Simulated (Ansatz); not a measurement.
Input file:

```yaml
crystal:
  periodic: [false, false, false]
  atoms:
    - { symbol: C, position_ang: [0.766865, 0.628426, 2.011586] }
    - { symbol: "N", position_ang: [0.537501, -0.522868, 1.140601] }
    - { symbol: Al, position_ang: [-0.19027, -0.505937, -0.494607] }
    - { symbol: "N", position_ang: [-0.35953, -2.022612, -1.422023] }
    - { symbol: C, position_ang: [-0.816084, 1.204515, -1.290333] }
    - { symbol: F, position_ang: [0.116396, 1.508648, -2.377189] }
    - { symbol: H, position_ang: [0.434119, 1.544826, 1.514847] }
    - { symbol: H, position_ang: [0.214997, 0.551391, 2.957435] }
    - { symbol: H, position_ang: [1.829433, 0.760597, 2.252467] }
    - { symbol: H, position_ang: [0.860637, -1.389894, 1.551454] }
    - { symbol: H, position_ang: [-0.049494, -2.932458, -1.112562] }
    - { symbol: H, position_ang: [-0.74217, -2.061356, -2.355902] }
    - { symbol: H, position_ang: [-1.813566, 1.147342, -1.738972] }
    - { symbol: H, position_ang: [-0.801936, 2.060081, -0.6079] }
basis:
  gaussian: { orbitals: "6-31G" }
hamiltonian:
  xc: cam_b3lyp
  dispersion: d4
phonons: {}
```

Run as:

```bash
$ ansatz run input.yaml --threads 1 --pin off --max-ram 2048MiB --backend cpu --events-out ev --progress --plain --runs-dir out
```

Hardware: 1 thread of Arm Neoverse V1, with other jobs on the host.

Question: Roughly how long does this run take, and how much memory?

Answer: 6.5 min, with a peak of 0.21 GiB, for 0 ionic steps.
